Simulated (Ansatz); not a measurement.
Consider the ligand exchange at a Ga–O bond: `[NH2][Ga]([NH2])[OH]` + H₂S → `[NH2][Ga]([NH2])[SH]` + H₂O.

Calculated with Ansatz (gas phase, PBE0-D4/def2-TZVP geometries, no zero-point term in ΔE). CCSD(T)/CBS is the MP2 limit (def2-TZVPP, def2-QZVPP) plus CCSD(T) − MP2 in def2-TZVPP, frozen cores. This one scheme is used for every species. DFT in def2-TZVPP. For Ga outer-core shells are correlated without core-valence functions, which leaves a few kJ/mol of doubt a bond. Scalar relativity is left out up to krypton. One conformer a species, not always the lowest.

```json
{"level": "ωB97X-V", "ΔE (eV)": "-0.32"}
{"level": "B2PLYP", "ΔE (eV)": "-0.30"}
{"level": "revPBE", "ΔE (eV)": "-0.36"}
{"level": "PBE0", "ΔE (eV)": "-0.40"}
{"level": "LC-ωPBE", "ΔE (eV)": "-0.33"}
{"level": "HF/def2-SVP", "ΔE (eV)": "-0.27"}
{"level": "CCSD/def2-SVP", "ΔE (eV)": "-0.23"}
{"level": "HF/def2-QZVPP", "ΔE (eV)": "-0.28"}
```

Question: What does CCSD(T)/CBS give? (An estimate is asked.)

Answer: Ansatz gave: -0.37 eV. The listed levels differ from it by 0.05, 0.07, 0.01, -0.03, 0.04, 0.10, 0.14, 0.09 eV.

Largest T1 diagnostic among the species: 0.013.

Leaving LDA and LC-ωPBE aside and taking each functional with its dispersion term where it has one, the values, not all of them listed here, spread over 0.13 eV, from HSE06-D4 to CAM-B3LYP-D4. The D4 term adds −0.05 eV with B3LYP and −0.03 eV with PBE0; it sums over pairs of atoms, weighted by their polarisabilities, and B3LYP, whose exchange is more repulsive, gets the larger term.

B3LYP here is the variant with VWN-RPA as its local correlation; programs differ in this.
